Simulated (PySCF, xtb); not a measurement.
Se(OH)2 (H₂O₂Se), SMILES O[Se]O. One conformer was computed; it need not be the lowest.

Harmonic wavenumbers (cm⁻¹) from GFN2-xTB (xtb 6.7.1) at its own minimum, in rising order: 256, 267, 372, 551, 600, 977, 995, 3526, 3528.

Q: What does B3LYP-D3(BJ)/def2-TZVP run with PySCF give at its own minimum? (An estimate is asked for; the answer gives what the named calculation found.)

A: 266, 413, 493, 641, 673, 1091, 1096, 3772, 3772. Paired by order, the mean absolute difference is 127 cm⁻¹ and the zero-point energies are 15.8 and 17.5 kcal/mol.
